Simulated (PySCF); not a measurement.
# Two-component Hartree-Fock for Hg³⁺ (mercury, charge +3)

Start: [Xe] 4f14 5d9; 5d3/2 filled at m_j = -1/2, +1/2, +3/2; 5d5/2 filled at m_j = -5/2, -3/2, -1/2, +1/2, +3/2, +5/2. Calculated with PySCF 2.14 in x2c-QZVPPall-2c (16s16p12d7f2g, 191 functions): generalised Hartree-Fock with the X2C-1e Hamiltonian and a Gaussian nucleus; one run each with spin-orbit coupling (SO) screened by Boettger's factors, then bare. This is a chosen level, not necessarily the ground level.

```
spinor shell  electrons  ε, screened SO (eV)  ε, bare SO (eV)  weight of nominal j (bare SO)  rms radius, bare SO (bohr)
       1s1/2          2             -83573.7         -83571.6                          1.000                      0.0187
       2s1/2          2             -14991.0         -14990.3                          1.000                      0.0755
       2p1/2          2             -14360.9         -14405.3                          1.000                      0.0638
       3s1/2          2              -3653.2          -3653.0                          1.000                       0.193
       3p1/2          2              -3370.3          -3380.1                          1.000                       0.184
       3p3/2          4              -2931.1          -2928.0                          1.000                       0.201
       3d3/2          4              -2468.2          -2476.6                          1.000                       0.176
       3d5/2          6              -2374.4          -2369.2                          1.000                       0.181
       4s1/2          2              -867.70          -867.67                          1.000                       0.424
       4p1/2          2              -745.23          -747.67                          1.000                       0.428
       4p3/2          4              -637.78          -637.04                          1.000                       0.463
       4d3/2          4              -437.28          -439.14                          1.000                       0.474
       4d5/2          6              -416.90          -415.77                          1.000                       0.487
       5s1/2          2              -172.76          -172.77                          1.000                       0.968
       4f5/2          6              -156.35          -157.74                          1.000                       0.521
       4f7/2          8              -152.06          -151.06                          1.000                       0.531
       5p1/2          2              -129.37          -129.83                          0.999                        1.04
       5p3/2          4              -111.45          -111.33                          0.999                        1.13
       5d3/2          3              -50.923          -51.143                          0.984                        1.44
       5d5/2          6              -48.710          -48.598                          0.992                        1.50
```

Task: Where does 2p3/2 lie, and what is the 2p spin-orbit splitting (bare SO)?

Result: At -12393.8 eV, 2011.5 eV above 2p1/2.

| quantity | screened SO | bare SO |
| --- | --- | --- |
| E (hartree) | -19637.82937 | -19639.79959 |
| M_J | 3/2 | 3/2 |
| ⟨J²⟩ | 3.755 | 3.755 |
| ⟨L²⟩ | 6.196 | 6.211 |
| ⟨S²⟩ | 0.937 | 0.952 |

Each row is a mean over spinors that exchange with the open shell spreads, by up to 4.112 eV (5p1/2).

Breit and QED terms are absent; they matter most for the inner s and p1/2 levels.

Densities and radii are taken from the X2C orbitals without a picture-change correction, which distorts them close to the nucleus.
